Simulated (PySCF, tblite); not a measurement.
Compound: C6H9NO2.
Z-matrix (Å and degrees, GFN2-xTB geometry), rows numbered from 1:
```
C 
O   1  1.4217
C   2  1.3423  1  116.55
O   3  1.2020  2  124.17  1    -2.12
C   3  1.5029  2  110.17  1   175.49
C   5  1.5376  3  115.62  2   179.85
C   6  1.5402  5   90.47  3   110.03
C   7  1.4971  6   89.23  5     2.09
N   8  1.2435  5  135.99  3    65.91
H   1  1.0913  2  110.28  3    41.81
H   1  1.0920  2  109.95  3   -78.41
H   1  1.0871  2  106.47  3   162.14
H   5  1.0898  3  109.73  2    43.97
H   6  1.0875  5  112.60  3    -6.89
H   6  1.0868  5  113.95  3  -132.71
H   7  1.0883  6  114.95  5  -113.19
H   7  1.0881  6  116.18  5   118.50
H   9  1.0175  8  116.08  5    -0.67
```

Level of theory: PBE0/pcSseg-1 in PySCF (dipole) on a GFN2-xTB geometry, gas phase.

Masses are those of the commonest isotopes; rigid-rotor values at the optimised geometry. The values belong to one conformer with, in the numbering `[H]/[N:9]=[C:8]1\[C@@H:5]([C:3]([O:2][CH3:1])=[O:4])[CH2:6][CH2:7]1`, C1–O2–C3–O4 -2°, O2–C3–C5–C6 180°.

(1) What are A, B and C (MHz)?

(2) Classify the top.

(3) What does the inertial defect say?

(4) Give the other two planar moments, Paa and Pbb, and the rms extents of the mass along the axes.

(5) Where do the levels up to J = 4 lie, in cm⁻¹?

(6) Which lines would a microwave search look for?

Results:

(1) Ia = 170.64, Ib = 410.03, Ic = 516.71 u·Å²; 505379 MHz·u·Å²/I gives A = 2962, B = 1233, C = 978.1 MHz.

(2) An asymmetric top. Ray's parameter κ = (2B − A − C)/(A − C) = -0.743; −1 is the prolate and +1 the oblate limit.

(3) Not planar: Δ = Ic − Ia − Ib = -63.96 u·Å². For a rigid frame Δ = −2 Σ m c², so Σ m c² = 31.98 u·Å² lies off the ab plane: 8.76 from hydrogen and 23.22 from heavier atoms. The atom farthest from that plane is 1.79 Å away.

(4) Paa = Σ m a² = (Ib + Ic − Ia)/2 = 378.05 and Pbb = Σ m b² = (Ia + Ic − Ib)/2 = 138.66 u·Å². With the mass M = 127.06 u, the rms extents √(P/M) along a, b and c are 1.72, 1.04, 0.50 Å.

(5) Above 0(0,0):
J = 1: 1(0,1) 0.0737, 1(1,1) 0.1314, 1(1,0) 0.1399
J = 2: 2(0,2) 0.2203, 2(1,2) 0.2704, 2(1,1) 0.2959, 2(2,1) 0.4689, 2(2,0) 0.4698
J = 3: 3(0,3) 0.4381, 3(1,3) 0.4784, 3(1,2) 0.5292, 3(2,2) 0.6901, 3(2,1) 0.6944, 3(3,1) 1.0003, 3(3,0) 1.0003
J = 4: 4(0,4) 0.7249, 4(1,4) 0.7548, 4(1,3) 0.8393, 4(2,3) 0.9844, 4(2,2) 0.9969, 4(3,2) 1.2968, 4(3,1) 1.2972, 4(4,1) 1.7288, 4(4,0) 1.7288
Those of J = 1 are B + C, A + C and A + B.

(6) The dipole components are |μa| = 1.23 D, |μb| = 0.05 D, |μc| = 1.72 D. Intensities carry the squares of the components, which stand as 0.52 : 0.00 : 1.00 (a : b : c). Some lines, for components of 0.1 D or more:

| type | branch | J(Ka,Kc) | MHz | lower level (cm⁻¹) |
| --- | --- | --- | --- | --- |
| a | Q | 2(1,1) ← 2(1,2) | 763 | 0.270 |
| c | Q | 2(1,2) ← 2(0,2) | 1501 | 0.220 |
| c | Q | 1(1,1) ← 1(0,1) | 1729 | 0.074 |
| a | R | 1(0,1) ← 0(0,0) | 2211 | 0.000 |
| a | R | 2(1,2) ← 1(1,1) | 4167 | 0.131 |
| c | R | 1(1,0) ← 0(0,0) | 4194 | 0.000 |
| a | R | 2(0,2) ← 1(0,1) | 4395 | 0.074 |
| a | R | 2(1,1) ← 1(1,0) | 4676 | 0.140 |
| c | Q | 2(2,1) ← 2(1,1) | 5188 | 0.296 |
| c | R | 2(1,1) ← 1(0,1) | 6659 | 0.074 |
| c | R | 2(2,0) ← 1(1,0) | 9889 | 0.140 |
| c | R | 2(2,1) ← 1(1,1) | 10118 | 0.131 |

Its lowest GFN2-xTB frequency is 10 cm⁻¹, too small to tell a flat minimum from a shallow saddle. Constants of a rigid frame at the computed geometry: no zero-point averaging, no centrifugal distortion. A rigid rotor knows nothing of internal rotation, which can split or shift real lines. Quadrupole hyperfine structure (14N) is left out.
